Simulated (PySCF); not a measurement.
Compound: C6H15P.
Atom-mapped SMILES: `[CH3:1][CH2:2][P:3]([CH2:4][CH3:5])[CH2:6][CH3:7]` (hydrogens: H8, H9, H10 on C1; H11, H12 on C2; H13, H14 on C4; H15, H16, H17 on C5; H18, H19 on C6; H20, H21, H22 on C7)

Geometry (PBE0-D3(BJ)/def2-SVP, Å), atoms numbered from 1 in this order:
```xyz
22
C6H15P angstrom
C     -1.643   -2.259    0.414
C     -0.314   -1.532    0.553
P     -0.162   -0.047   -0.557
C      1.516    0.557   -0.028
C      2.663   -0.256   -0.611
C     -1.227    1.151    0.389
C     -1.294    2.532   -0.248
H     -2.490   -1.629    0.729
H     -1.826   -2.557   -0.631
H     -1.668   -3.170    1.032
H     -0.136   -1.230    1.601
H      0.511   -2.210    0.278
H      1.592    1.603   -0.371
H      1.569    0.582    1.075
H      2.608   -0.292   -1.710
H      2.654   -1.296   -0.248
H      3.639    0.175   -0.336
H     -2.237    0.709    0.425
H     -0.874    1.214    1.434
H     -0.310    3.026   -0.259
H     -1.982    3.193    0.302
H     -1.643    2.473   -1.290
```

Level: PBE0/def2-SVPD in PySCF, non-relativistic, on one gas-phase PBE0-D3(BJ)/def2-SVP geometry that isn't relaxed in the solvent. The solvent is an IEF-PCM continuum (van der Waals radii × 1.2). The model holds no explicit solvent molecules, cavitation or dispersion.

Gas phase at PBE0/def2-SVPD: HOMO -6.26 eV, LUMO 0.82 eV, dipole 1.33 D.

Q: What does the continuum do to the energy, the frontier levels and the dipole at PBE0/def2-SVPD in chloroform and methanol?

A: 
```tsv
solvent	ε	E(solvent) − E(gas) (kcal/mol)	polarisation term (kcal/mol)	distortion of the solute (kcal/mol)	HOMO (eV)	LUMO (eV)	dipole (D)
chloroform	4.711	-2.03	-2.34	0.31	-6.34	0.92	1.85
methanol	32.61	-2.93	-3.65	0.72	-6.41	0.92	2.18
```

Polarisation term: ½ Σ q·V over the induced surface charges. Distortion: the rise of the solute's own energy as its density leaves the gas-phase optimum. The atom shares or the degeneracy of the LUMO differ from the gas phase in chloroform and methanol, so that column needn't follow one orbital. From chloroform to methanol the lowering changes by a factor 1.44, Onsager's factor (ε − 1)/(2ε + 1) by 1.34 and ε itself by 6.9.

Q: Which radius a makes the point-dipole formula ΔE = −[(ε − 1)/(2ε + 1)]·μ²/a³ give the value in methanol, with the gas-phase dipole?

A: μ = 0.522 au and |ΔE| = 0.00466 Eh give a = 1.60 Å; the farthest nucleus lies 3.71 Å from the centroid of the nuclei, so such a sphere wouldn't even hold the nuclei. The formula assumes a rigid point dipole at the centre of a sphere.

Q: Give the dipole vector in the frame of the coordinates (D, pointing from negative to positive charge), gas and methanol.

A: Gas (0.23, 0.16, 1.30), solvent (0.38, 0.26, 2.13). Its length changes by +65 % and its direction by less than 1°.

Q: How does the static polarisability (PBE0/def2-SVPD, frozen core, with the continuum's full static response) change?

A: 
| medium | isotropic (au) | principal values (au) | ⟨r²⟩ of the electrons (bohr²) |
| --- | --- | --- | --- |
| gas | 103.5 | 88.0, 111.2, 111.2 | 1281.7 |
| chloroform | 130.7 | 116.5, 137.7, 137.8 | 1281.3 |
| methanol | 144.8 | 134.7, 149.9, 149.9 | 1281.2 |

The isotropic value in methanol is 1.40 times the gas-phase one; no cavity-field correction is applied. ⟨r²⟩ is taken about the centre of nuclear charge.
